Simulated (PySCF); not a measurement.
disilylmethane (CH$_{8}$Si$_{2}$), singlet, at a GFN2-xTB geometry. Base run: HF/3-21G (PySCF).

Here is a job for PySCF.
```python
from pyscf import gto, scf

mol = gto.M(
    atom='''
Si    1.469501    0.675243   -0.004315
C     0.249959   -0.773362   -0.140745
Si   -1.582865   -0.324499    0.068147
H     2.839701    0.182994   -0.185178
H     1.181014    1.668952   -1.040543
H     1.358676    1.297376    1.316715
H     0.513805   -1.524899    0.604684
H     0.384534   -1.254531   -1.110514
H    -1.982528    0.632796   -0.965442
H    -1.804865    0.261220    1.391816
H    -2.402995   -1.534148   -0.060719
''',
    basis='3-21g',
    charge=0,
    spin=0,
    verbose=4,
)

mf = scf.RHF(mol)
mf.kernel()
mo_i, mo_e, stable_i, stable_e = mf.stability(internal=True, external=True, return_status=True, nroots=6, tol=1e-6)
print('internally stable:', stable_i, ' externally stable:', stable_e)
if not stable_e:
    umf = mf.to_uhf() if not hasattr(mf, 'xc') else mf.to_uks()
    umf.scf_summary = {}
    umf.kernel(umf.make_rdm1(mo_e, umf.mo_occ))
mf.analyze()
```

The bond that is stretched is that between atoms 10 and 3. A test that says stable can miss a lower solution.

The base run was repeated with changes; each row names its change, and settings that it needs were set with it.

| change | ΔE vs base (eV) | <S^2> | E after following the instability (Eh) | <S^2> there | HOMO-LUMO gap (eV) | stability test says |
|---|---|---|---|---|---|---|
| base | 0.00 | 0.000 | - | - | 15.80 | stable |
| bond × 1.25 | 0.66 | 0.000 | - | - | 15.57 | stable |
| bond × 1.5 | 1.91 | 0.000 | -617.00733 | 0.12 | 12.94 | external instability |
| bond × 1.8 | 3.44 | 0.000 | -616.97805 | 0.72 | 10.07 | external instability |
| bond × 2.2 | 5.13 | 0.000 | -616.96788 | 0.94 | 7.36 | external instability |
| bond × 3.0 | 7.26 | 0.000 | -616.96508 | 1.00 | 4.29 | external instability |

Where a bond breaks into two radicals, a solution with restricted orbitals usually stops being the lowest and lies too high; an unrestricted one lies lower at the price of spin contamination, which <S^2> shows.
